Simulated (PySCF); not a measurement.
Al(All)2(Me), SMILES [CH2](C=C)[Al]([CH3])[CH2]C=C (GFN2-xTB optimised geometry):

```
21

Al    -0.513    -1.014     0.000
C     -1.474     0.764     0.000
C     -0.643     1.793     0.682
C      0.069     2.728     0.070
H     -2.433     0.647     0.523
H     -1.705     1.091    -1.022
H     -0.627     1.737     1.766
H      0.080     2.815    -1.004
H      0.665     3.440     0.615
C      1.504    -1.014     0.000
C      1.971    -0.538    -1.334
C      2.467     0.664    -1.585
H      1.874    -2.034     0.174
H      1.922    -0.369     0.783
H      1.868    -1.252    -2.145
H      2.582     1.399    -0.805
H      2.770     0.961    -2.575
C     -1.537    -2.721    -0.041
H     -1.556    -3.226     0.930
H     -1.111    -3.440    -0.749
H     -2.582    -2.569    -0.333
```

Computed with PBE0/def2-SVP in PySCF.

### Question
What are the frontier orbital energies and the dipole moment?

### Answer
HOMO-2 -8.34 eV, HOMO-1 -6.63 eV, HOMO -6.22 eV, LUMO -0.89 eV, LUMO+1 0.56 eV; dipole moment 1.35 D.

On the same geometry PBE/def2-SVP run with PySCF gives HOMO-2 -7.02 eV, HOMO-1 -5.51 eV, HOMO -5.13 eV, LUMO -1.67 eV, LUMO+1 -0.36 eV; dipole moment 1.40 D.

Meta-Löwdin charges at PBE0/def2-SVP: Al1 0.84, C2 -0.46, C3 -0.07, C4 -0.27, H5 0.11, H6 0.11, H7 0.09, H8 0.10, H9 0.10, C10 -0.46, C11 -0.08, C12 -0.27, H13 0.11, H14 0.11, H15 0.09, H16 0.10, H17 0.10, C18 -0.61, H19 0.12, H20 0.11, H21 0.11.
